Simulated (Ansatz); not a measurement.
System: C₂H₅Ga, charge 0, singlet. C2H5Ga (SMILES [CH]([GaH2])=C).
B3LYP-D3(BJ)/def2-TZVP minimum from Ansatz (a first-principles code):
```xyz
8

Ga    -0.0576     0.1089     0.7349
H     -0.8440     1.4693     0.8029
H      0.3875    -0.6443     2.0390
C      0.3400    -0.6009    -1.0479
C     -0.0426     0.0466    -2.1511
H      0.8801    -1.5364    -1.1725
H      0.1652    -0.3253    -3.1512
H     -0.5856     0.9860    -2.1049
```
Charge 0, spin multiplicity 1.

Total energies in cc-pVDZ, 16 correlated electrons, 16 frozen orbitals. Radicals and triplets start from unrestricted determinants; spin-orbit coupling is neglected. Correlated methods leave the cores frozen (noble-gas shells, and filled d and f shells in the p block). No relativity.

| method | program | energy (Eh) | minus CCSDT(Q) (mEh) |
|---|---|---|---|
| HF | Ansatz | -2001.82130 | 388.92 |
| MP2 | Ansatz | -2002.15533 | 54.89 |
| CCSD | Ansatz | -2002.19616 | 14.06 |
| CCSD(T) | Ansatz | -2002.20851 | 1.70 |
| CCSDT(Q) | Ansatz | -2002.21022 | 0.00 |

Rough core times of Ansatz's runs on a shared machine: CCSD(T) under 20 s, CCSDT(Q) 2 min.
